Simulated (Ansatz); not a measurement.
System: sum formula AlOBr (charge 0, singlet). SMILES: [Al]([Br])=[O]
Geometry: optimised at B3LYP-D3(BJ)/def2-TZVP (Ansatz, a program for electronic structure).

CCSD(T) with Ansatz in growing basis sets, 16 correlated electrons. Correlated levels leave the core frozen unless marked. Open shells are spin-unrestricted. Spin-orbit coupling is left out. The frozen core is the preceding noble-gas configuration, with the filled d and f shells of earlier blocks. Non-relativistic. Costs are ratios of core time to the smallest set, on shared machines of one kind, and rough; they hold the program's checks for lower states.

```
basis        functions  cost over smallest  E(corr) (Eh)  electronic atomisation energy (kcal/mol)
-----------  ---------  ------------------  ------------  ----------------------------------------
def2-TZVPPD        145                  1×       -0.5089                                     204.1
def2-QZVPPD        240                  5×       -0.5481                                     209.6
```

Formally CCSD grows as o²v⁴ and (T) as o³v⁴; with o = 8 and v going from 117 to 212 both grow 11-fold in the last step, while integrals and the mean field grow more slowly. That step adds 39.2 mEh of correlation energy and 5.5 kcal/mol to the atomisation energy.
